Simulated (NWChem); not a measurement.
System: BSiH$_{3}$Cl$_{2}$; SMILES B([SiH3])(Cl)Cl

Output (shortened):

```
             Northwest Computational Chemistry Package (NWChem) 7.3.0
             --------------------------------------------------------

 C1  symmetry detected

                             Geometry "geometry" -> ""
                             -------------------------

 Output coordinates in angstroms (scale by  1.889725989 to convert to a.u.)

  No.       Tag          Charge          X              Y              Z
 ---- ---------------- ---------- -------------- -------------- --------------
    1 B                    5.0000    -0.00764693    -0.09882855     0.00707201
    2 Cl                  17.0000     1.58176108    -0.83377154    -0.00023631
    3 Cl                  17.0000    -1.40579394    -1.14850527    -0.00023344
    4 Si                  14.0000    -0.17067951     1.92058757     0.00037645
    5 H                    1.0000    -1.58805881     2.37011779     0.14247639
    6 H                    1.0000     0.37917812     2.44125361    -1.29114098
    7 H                    1.0000     0.64518712     2.49325111     1.11602006

 Effective nuclear repulsion energy (a.u.)     229.1579010526

  pbe96 is a nonlocal functional; adding pw91lda local functional.

                                 NWChem DFT Module
                                 -----------------

 Summary of "ao basis" -> "ao basis" (spherical)
 ------------------------------------------------------------------------------
       Tag                 Description            Shells   Functions and Types
 ---------------- ------------------------------  ------  ---------------------
 B                          def2-svp                 6       14   3s2p1d
 Cl                         def2-svp                 8       18   4s3p1d
 Si                         def2-svp                 8       18   4s3p1d
 H                          def2-svp                 3        5   2s1p

            General Information
            -------------------
          SCF calculation type: DFT
          Wavefunction type:  closed shell.
          No. of atoms     :     7
          No. of electrons :    56
           Alpha electrons :    28
            Beta electrons :    28
          Charge           :     0
          Spin multiplicity:     1
          Use of symmetry is: off; symmetry adaption is: off
          Maximum number of iterations: 150
          AO basis - number of functions:    83
                     number of shells:    39
          Convergence on energy requested:  1.00D-06
          Convergence on density requested:  1.00D-05
          Convergence on gradient requested:  5.00D-04

              XC Information
              --------------
          PerdewBurkeErnzerhof Exchange Functional  1.000
            Perdew 1991 LDA Correlation Functional  1.000 local
           PerdewBurkeErnz. Correlation Functional  1.000 non-local

             Grid Information
             ----------------
          Grid used for XC integration:  medium
          Radial quadrature: Mura-Knowles
          Angular quadrature: Lebedev.
          Tag              B.-S. Rad. Rad. Pts. Rad. Cut. Ang. Pts.
          ---              ---------- --------- --------- ---------
          B                   0.85       49           9.0       434
          Cl                  1.00       88          11.0       590
          Si                  1.10       88           9.0       590
          H                   0.35       45          11.0       434
          Grid pruning is: on
          Number of quadrature shells:   448
          Spatial weights used:  Erf1

      Superposition of Atomic Density Guess
      -------------------------------------

 Sum of atomic energies:       -1233.38741443

      Non-variational initial energy
      ------------------------------

 Total energy =   -1234.546192
 1-e energy   =   -2161.006400
 2-e energy   =     697.302307
 HOMO         =      -0.311783
 LUMO         =      -0.004832

   convergence    iter        energy       DeltaE   RMS-Dens  Diis-err
 ---------------- ----- ----------------- --------- --------- ---------
 d= 0,ls=0.0,diis     1  -1235.5627005043 -1.46D+03  1.69D-02  6.07D-01
 d= 0,ls=0.0,diis     2  -1235.4118434309  1.51D-01  1.29D-02  1.51D+00
 d= 0,ls=0.0,diis     3  -1235.6263948356 -2.15D-01  2.76D-03  6.36D-02
 d= 0,ls=0.0,diis     4  -1235.6359484011 -9.55D-03  5.64D-04  1.28D-03
 d= 0,ls=0.0,diis     5  -1235.6361163034 -1.68D-04  1.04D-04  7.62D-05
  Resetting Diis
 d= 0,ls=0.0,diis     6  -1235.6361280558 -1.18D-05  2.44D-05  3.56D-06
 d= 0,ls=0.0,diis     7  -1235.6361286205 -5.65D-07  1.71D-05  2.49D-07
 d= 0,ls=0.0,diis     8  -1235.6361285391  8.13D-08  1.11D-05  7.40D-07
 d= 0,ls=0.0,diis     9  -1235.6361286622 -1.23D-07  8.30D-07  4.92D-09

         Total DFT energy =    -1235.636128662212
      One electron energy =    -2162.853006079506
           Coulomb energy =      780.037549820637
    Exchange-Corr. energy =      -81.978573455930
 Nuclear repulsion energy =      229.157901052587

 Numeric. integr. density =       55.999998987656

                       DFT Final Molecular Orbital Analysis
                       ------------------------------------

 Vector   26  Occ=2.000000D+00  E=-3.011260D-01
              MO Center=  2.3D-01, -8.9D-01, -2.2D-03, r^2= 3.5D+00
   Bfn.  Coefficient  Atom+Function         Bfn.  Coefficient  Atom+Function
  ----- ------------  ---------------      ----- ------------  ---------------
    27      0.477871  2 Cl pz                45     -0.434241  3 Cl pz
    24      0.362580  2 Cl pz                42     -0.326922  3 Cl pz
    21      0.210030  2 Cl pz                39     -0.189550  3 Cl pz
    63     -0.056741  4 Si pz                74      0.050419  6 H  s
    79     -0.049760  7 H  s                 60     -0.043337  4 Si pz

 Vector   27  Occ=2.000000D+00  E=-2.807691D-01
              MO Center=  3.9D-02, -6.6D-01,  1.5D-02, r^2= 4.3D+00
   Bfn.  Coefficient  Atom+Function         Bfn.  Coefficient  Atom+Function
  ----- ------------  ---------------      ----- ------------  ---------------
    26      0.359013  2 Cl py                43      0.339144  3 Cl px
    44     -0.279590  3 Cl py                23      0.276513  2 Cl py
    25      0.270678  2 Cl px                40      0.261422  3 Cl px
    41     -0.218896  3 Cl py                22      0.208406  2 Cl px
    20      0.159133  2 Cl py                37      0.150403  3 Cl px

 Vector   28  Occ=2.000000D+00  E=-2.569159D-01
              MO Center= -3.5D-02,  1.9D-01, -1.6D-04, r^2= 4.1D+00
   Bfn.  Coefficient  Atom+Function         Bfn.  Coefficient  Atom+Function
  ----- ------------  ---------------      ----- ------------  ---------------
    44      0.344529  3 Cl py                26      0.341655  2 Cl py
     5      0.293806  1 B  py                59      0.257798  4 Si py
    41      0.254019  3 Cl py                23      0.247852  2 Cl py
    62      0.220672  4 Si py                 2     -0.178769  1 B  s
    38      0.145867  3 Cl py                20      0.142691  2 Cl py

 Vector   29  Occ=0.000000D+00  E=-1.054547D-01
              MO Center=  3.3D-03,  4.6D-05,  2.5D-03, r^2= 3.1D+00
   Bfn.  Coefficient  Atom+Function         Bfn.  Coefficient  Atom+Function
  ----- ------------  ---------------      ----- ------------  ---------------
     6      0.587949  1 B  pz                 9     -0.433124  1 B  pz
    45      0.332724  3 Cl pz                27      0.326512  2 Cl pz
    75     -0.240741  6 H  s                 80      0.217787  7 H  s
    63     -0.196511  4 Si pz                42      0.187598  3 Cl pz
    24      0.180340  2 Cl pz                74     -0.118501  6 H  s

 Vector   30  Occ=0.000000D+00  E= 9.461135D-03
              MO Center= -1.1D-01,  1.4D+00, -1.1D-02, r^2= 4.2D+00
   Bfn.  Coefficient  Atom+Function         Bfn.  Coefficient  Atom+Function
  ----- ------------  ---------------      ----- ------------  ---------------
    61      1.116477  4 Si px                70      0.946090  5 H  s
    80     -0.592985  7 H  s                 75     -0.420266  6 H  s
     3     -0.317137  1 B  s                  7      0.278865  1 B  px
    36      0.267926  3 Cl s                 44      0.254209  3 Cl py
     4     -0.226018  1 B  px                58      0.221770  4 Si px

 Vector   31  Occ=0.000000D+00  E= 2.864428D-02
              MO Center= -1.6D-01,  1.9D+00, -3.0D-04, r^2= 4.1D+00
   Bfn.  Coefficient  Atom+Function         Bfn.  Coefficient  Atom+Function
  ----- ------------  ---------------      ----- ------------  ---------------
    62      1.616412  4 Si py                 3      1.291010  1 B  s
     8      0.737488  1 B  py                 2      0.602553  1 B  s
    54     -0.594088  4 Si s                 80     -0.424832  7 H  s
    75     -0.410084  6 H  s                 70     -0.378152  5 H  s
    53      0.247466  4 Si s                 59      0.176100  4 Si py

     Multipole analysis of the density
     ---------------------------------

     L   x y z        total         alpha         beta         nuclear
     -   - - -        -----         -----         ----         -------
     0   0 0 0     -0.000000    -28.000000    -28.000000     56.000000

     1   1 0 0     -0.007202     -0.003601     -0.003601     -0.000000
     1   0 1 0      0.011455      0.005728      0.005728     -0.000000
     1   0 0 1      0.000633      0.000316      0.000316      0.000000

     2   2 0 0    -33.918072   -159.122976   -159.122976    284.327879
     2   1 1 0      0.129737      1.471170      1.471170     -2.812603
     2   1 0 1      0.002237     -0.002922     -0.002922      0.008082
     2   0 2 0    -34.655668   -202.533183   -202.533183    370.410699
     2   0 1 1     -0.014912      0.023369      0.023369     -0.061650
     2   0 0 2    -33.369567    -21.921927    -21.921927     10.474286

                                 NWChem DFT Module
                                 -----------------

            General Information
            -------------------
          SCF calculation type: DFT
          Wavefunction type:  spin polarized.
          No. of atoms     :     7
          No. of electrons :    55
           Alpha electrons :    28
            Beta electrons :    27
          Charge           :     1
          Spin multiplicity:     2
          Use of symmetry is: off; symmetry adaption is: off
          Maximum number of iterations: 150
          AO basis - number of functions:    83
                     number of shells:    39
          Convergence on energy requested:  1.00D-06
          Convergence on density requested:  1.00D-05
          Convergence on gradient requested:  5.00D-04

              XC Information
              --------------
          PerdewBurkeErnzerhof Exchange Functional  1.000
            Perdew 1991 LDA Correlation Functional  1.000 local
           PerdewBurkeErnz. Correlation Functional  1.000 non-local

             Grid Information
             ----------------
          Grid used for XC integration:  medium
          Radial quadrature: Mura-Knowles
          Angular quadrature: Lebedev.
          Tag              B.-S. Rad. Rad. Pts. Rad. Cut. Ang. Pts.
          ---              ---------- --------- --------- ---------
          B                   0.85       49           9.0       434
          Cl                  1.00       88          11.0       590
          Si                  1.10       88           9.0       590
          H                   0.35       45          11.0       434
          Grid pruning is: on
          Number of quadrature shells:   448
          Spatial weights used:  Erf1

      Superposition of Atomic Density Guess
      -------------------------------------

 Sum of atomic energies:       -1233.38741443

 Renormalizing density from      56.00 to     55

      Non-variational initial energy
      ------------------------------

 Total energy =   -1220.638092
 1-e energy   =   -2122.417000
 2-e energy   =     672.621007
 HOMO         =      -0.591701
 LUMO         =      -0.269747

   convergence    iter        energy       DeltaE   RMS-Dens  Diis-err
 ---------------- ----- ----------------- --------- --------- ---------
 d= 0,ls=0.0,diis     1  -1235.1084164550 -1.46D+03  1.39D-02  4.09D-01
                                                     1.80D-02  4.09D-01
 d= 0,ls=0.0,diis     2  -1234.3083557167  8.00D-01  1.19D-02  1.62D+00
                                                     1.69D-02  1.46D+00
 d= 0,ls=0.0,diis     3  -1235.2163379728 -9.08D-01  2.85D-03  7.03D-02
                                                     4.02D-03  7.33D-02
 d= 0,ls=0.0,diis     4  -1235.2606063211 -4.43D-02  1.38D-03  1.05D-02
                                                     5.39D-03  1.02D-02
 d= 0,ls=0.0,diis     5  -1235.2451408279  1.55D-02  9.80D-04  2.60D-02
                                                     4.37D-03  2.69D-02
  Resetting Diis
 d= 0,ls=0.0,diis     6  -1235.2678537323 -2.27D-02  2.03D-04  3.03D-04
                                                     4.65D-04  2.89D-04
 d= 0,ls=0.0,diis     7  -1235.2680664949 -2.13D-04  1.80D-04  2.85D-05
                                                     7.52D-04  2.60D-05
 d= 0,ls=0.0,diis     8  -1235.2675945299  4.72D-04  1.45D-04  5.43D-04
                                                     7.11D-04  5.61D-04
 d= 0,ls=0.0,diis     9  -1235.2680766934 -4.82D-04  3.96D-05  1.76D-05
                                                     8.81D-05  1.82D-05
 d= 0,ls=0.0,diis    10  -1235.2680921570 -1.55D-05  9.76D-06  5.79D-07
                                                     1.11D-05  4.55D-07
 d= 0,ls=0.0,diis    11  -1235.2680923852 -2.28D-07  3.80D-06  1.19D-07
                                                     7.36D-06  1.63D-07

         Total DFT energy =    -1235.268092385249
      One electron energy =    -2149.735872018293
           Coulomb energy =      766.933727405545
    Exchange-Corr. energy =      -81.623848825087
 Nuclear repulsion energy =      229.157901052587

 Numeric. integr. density =       54.999999012105

                    DFT Final Alpha Molecular Orbital Analysis
                    ------------------------------------------

 Vector   26  Occ=1.000000D+00  E=-5.168525D-01
              MO Center=  3.7D-01,  1.9D+00, -1.2D-01, r^2= 3.1D+00
   Bfn.  Coefficient  Atom+Function         Bfn.  Coefficient  Atom+Function
  ----- ------------  ---------------      ----- ------------  ---------------
    74     -0.331969  6 H  s                 60      0.314696  4 Si pz
    79      0.294398  7 H  s                 63      0.244478  4 Si pz
    27     -0.205725  2 Cl pz                57     -0.172818  4 Si pz
    24     -0.169440  2 Cl pz                75     -0.121626  6 H  s
    80      0.104182  7 H  s                 21     -0.095840  2 Cl pz

 Vector   27  Occ=1.000000D+00  E=-5.069120D-01
              MO Center= -2.5D-01,  6.6D-01,  8.1D-02, r^2= 5.5D+00
   Bfn.  Coefficient  Atom+Function         Bfn.  Coefficient  Atom+Function
  ----- ------------  ---------------      ----- ------------  ---------------
    26      0.286021  2 Cl py                69      0.281494  5 H  s
    58     -0.237979  4 Si px                23      0.230306  2 Cl py
    43      0.230131  3 Cl px                44     -0.219620  3 Cl py
    40      0.191703  3 Cl px                41     -0.180710  3 Cl py
    25      0.174640  2 Cl px                79     -0.171018  7 H  s

[...]
```

Level: PBE/def2-SVP, vertical spin-unrestricted ions. All runs use the structure optimised with PBE0/def2-SVP.

Q: Reconstruct the input file.

A: This is not unique; one that fits is the input that was run:
```
start job
memory heap 200 mb stack 900 mb global 1100 mb
geometry units angstroms noautoz
  B     -0.013505    -0.090245     0.005606
  Cl     1.534053    -0.909618    -0.004619
  Cl    -1.466109    -1.063144    -0.004335
  Si    -0.067643     1.935029     0.005171
  H     -1.458745     2.459732     0.149240
  H      0.509109     2.429336    -1.284973
  H      0.778136     2.459520     1.122225
end
basis spherical
  * library def2-svp
end
dft
  xc xpbe96 cpbe96
  iterations 150
  vectors input atomic output neutral.movecs
end
task dft energy
charge 1
dft
  odft
  mult 2
  vectors input atomic output cation.movecs
end
task dft energy
```
